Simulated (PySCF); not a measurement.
Two species compared at the same levels of theory.

First species: C4H12N2Si2.
SMILES: `CC(C)([SiH2]N)[SiH2]C#N`

Second species: C4H12N2Si2.
SMILES: `N#C[SiH2]CNCC[SiH3]`

Levels: PBE0/pcSseg-1 for dipole moment, HOMO energy, LUMO energy and HOMO–LUMO gap; GFN2-xTB for rotational constant A and rotational constant C. Geometries: GFN2-xTB. Each structure is a single optimised conformer of the isolated species, non-relativistic unless stated. Electronic properties by PySCF.

The conformers computed, where there is a choice (atom-mapped SMILES and torsion angles):
- `[CH3:1][C:2]([CH3:3])([SiH2:4][NH2:5])[SiH2:6][C:7]#[N:8]`: C1–C2–Si4–N5 -170°, C1–C2–Si6–C7 180°, H–N5–Si4–C2 175°, H–N5–Si4–C2 -46°
- `[N:1]#[C:2][SiH2:3][CH2:4][NH:5][CH2:6][CH2:7][SiH3:8]`: C2–Si3–C4–N5 73°, Si3–C4–N5–C6 -63°, C4–N5–C6–C7 -179°, N5–C6–C7–Si8 176°

Values for the first species:

- Dipole moment: 3.04 D
- HOMO energy: -7.40 eV
- LUMO energy: -0.50 eV
- HOMO–LUMO gap: 6.90 eV
- Rotational constant A: 1.625 GHz
- Rotational constant C: 0.882 GHz

Task: Estimate the same properties for the second species, and the change in each.

Result: 
| property | first | second | second less first |
| --- | --- | --- | --- |
| dipole moment | 3.04 D | 3.88 D | +0.84 D |
| HOMO energy | -7.40 eV | -6.57 eV | +0.83 eV |
| LUMO energy | -0.50 eV | -0.45 eV | +0.05 eV |
| HOMO–LUMO gap | 6.90 eV | 6.12 eV | -0.78 eV |
| rotational constant A | 1.625 GHz | 1.972 GHz | +0.347 GHz |
| rotational constant C | 0.882 GHz | 0.518 GHz | -0.364 GHz |

On the first: A dipole of 3.04 D is allowed in C1, and pure rotational transitions are dipole-allowed. The dipole matches unit charges of opposite sign 0.63 Å apart (1 e·Å = 4.8032 D).

On the second: The dipole equals about 12.9 × 10⁻³⁰ C·m (1 D = 3.33564 × 10⁻³⁰ C·m). A dipole of 3.88 D is allowed in C1, and pure rotational transitions are dipole-allowed.
